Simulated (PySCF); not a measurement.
Radial density of Mn²⁺ (manganese, charge +2)

UHF, [Ar] 3d4 4s1, 4s spin antiparallel (an excited configuration). Calculation: PySCF 2.14, in aug-cc-pVDZ-DK; the spin-free X2C one-electron Hamiltonian (Gaussian nucleus).

```csv
r (bohr),4πr²ρ (e/bohr),4πr²(ρα − ρβ)
0.00108,0.2155,-0.0001
0.00182,0.5454,-0.0003
0.00306,1.351,-0.0007
0.00515,3.230,-0.0017
0.00867,7.260,-0.0039
0.0146,14.64,-0.0076
0.0245,24.47,-0.0114
0.0413,30.11,-0.0090
0.0694,25.41,0.0059
0.117,24.85,0.0317
0.196,33.29,0.2372
0.330,18.63,1.3086
0.555,12.57,3.2352
0.934,12.34,3.4087
1.57,2.811,0.9439
2.64,0.5576,-0.3330
4.45,0.07090,-0.0701
7.48,3.233e-05,0.0000
12.6,4.856e-05,0.0000
```

Densities and radii are taken from the X2C orbitals without a picture-change correction, which distorts them close to the nucleus.

With the s spin flipped the determinant is a mixture of two multiplicities, not a spectroscopic state.
